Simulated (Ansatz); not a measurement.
Ansatz (a quantum-chemistry and plane-wave program) input (CCSD(T)/aug-cc-pV(D+d)Z):
A basis named .json is the Basis Set Exchange file of that set.

Ansatz 0.2 input:
```yaml
crystal:
  periodic: [false, false, false]
  atoms:
    - {symbol: Si, position_ang: [-0.06489775, -0.23806408, 0.28107674]}
    - {symbol: F, position_ang: [-0.66796429, 1.18889473, 0.64409789]}
    - {symbol: F, position_ang: [-0.81303369, -0.75340487, -1.03545966]}
    - {symbol: O, position_ang: [1.52158135, 0.01648192, -0.01252690]}
    - {symbol: H, position_ang: [2.06489960, -0.71836687, -0.31260303]}
basis:
  gaussian:
    orbitals: aug-cc-pV_D+d_Z.json
magnetization: {spin_polarized: true, initial_magnetization: 1}
correlation: {method: ccsd_t, electrons: outside_noble_gas}
output: {forces: true}
```

End of the output:

```
cycle   7  -18.97566337 eV  change   -3.1e-4 eV  update   3.0e-4
cycle   8  -18.97561431 eV  change    4.9e-5 eV  update   1.2e-4
cycle   9  -18.97563622 eV  change   -2.2e-5 eV  update   5.3e-5
cycle  10  -18.97564301 eV  change   -6.8e-6 eV  update   2.1e-5
cycle  11  -18.97563408 eV  change    8.9e-6 eV  update   1.0e-5
cycle  12  -18.97564056 eV  change   -6.5e-6 eV  update   4.3e-6
perturbative correction -0.48295311 eV, -0.0177481993 hartree
the calculation of the forces begins
Total energy: -15351.43342205 eV, -564.1547726852 hartree
Atom 0 at    -0.064898    -0.238064     0.281077 Å, force    -0.075274    -0.679470     0.611023 eV/Å
Atom 1 at    -0.667964     1.188895     0.644098 Å, force    -0.292272     0.779139     0.198786 eV/Å
Atom 2 at    -0.813034    -0.753405    -1.035460 Å, force    -0.417916    -0.279522    -0.693467 eV/Å
Atom 3 at     1.521581     0.016482    -0.012527 Å, force     0.721975     0.314191    -0.079688 eV/Å
Atom 4 at     2.064900    -0.718367    -0.312603 Å, force     0.063488    -0.134339    -0.036654 eV/Å
Dipole moment:     0.309079    -0.389245     0.056211 e Å
```

It need not be the lowest isomer of its formula.
